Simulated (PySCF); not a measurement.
Cost of excited-state runs on `C=Cc1ccc[n+](C)c1`, [C8H10N]+, charge +1

Geometry (Å), atoms numbered from 1 in this order:
```xyz
19

C     3.2864   -0.8305   -0.1876
C     2.0054   -1.1659   -0.0587
C     0.8815   -0.2428   -0.0524
C     1.0028    1.1475   -0.1866
C    -0.1315    1.9400   -0.1682
C    -1.3731    1.3552   -0.0168
N    -1.4882    0.0276    0.1114
C    -2.8079   -0.5408    0.2792
C    -0.4088   -0.7541    0.0958
H     4.0547   -1.5834   -0.1816
H     3.6260    0.1843   -0.3025
H     1.7388   -2.2078    0.0535
H     1.9732    1.6010   -0.3041
H    -0.0592    3.0108   -0.2710
H    -2.2824    1.9364    0.0047
H    -2.7620   -1.6272    0.2754
H    -3.4629   -0.2124   -0.5282
H    -3.2385   -0.2105    1.2260
H    -0.5641   -1.8181    0.2043
```

Total charge +1.

PySCF with density fitting, on 1 thread of an Intel Xeon Platinum 8259CL, shared host. Command: `OMP_NUM_THREADS=1 python excited_run.py task.json out`

Q: How long does this run take, and how much memory?
- vibronic structure, BHandHLYP/def2-SV(P); full response

A: 
```tsv
run	level	basis functions	wall time	peak memory (GiB)
vibronic structure	BHandHLYP/def2-SV(P)	146	46 s	0.88
```
Times from a shared host are rough.
